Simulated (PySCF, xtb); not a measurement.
CH8FNOSi2, SMILES N([SiH2]CF)[SiH2]O. The values are those of a single conformer.

Harmonic wavenumbers (cm⁻¹) from GFN2-xTB run with xtb at its own minimum, in rising order: 33, 47, 70, 111, 176, 221, 287, 293, 410, 503, 538, 567, 604, 658, 716, 726, 746, 771, 778, 797, 820, 907, 990, 1029, 1199, 1211, 1284, 1455, 2224, 2257, 2278, 2321, 2960, 2977, 3436, 3661.

Task: What does PBE-D3(BJ)/def2-SVP (PySCF) give at its own minimum? (The exact figures need the calculation; the answer reports its results.)

Result: 28, 50, 53, 165, 183, 218, 279, 322, 461, 529, 569, 612, 691, 717, 767, 798, 821, 866, 881, 904, 925, 929, 941, 1011, 1158, 1192, 1254, 1399, 2144, 2154, 2170, 2203, 2949, 3011, 3473, 3756. Paired by order, the mean absolute difference is 51 cm⁻¹ and the zero-point energies are 57.3 and 58.0 kcal/mol.
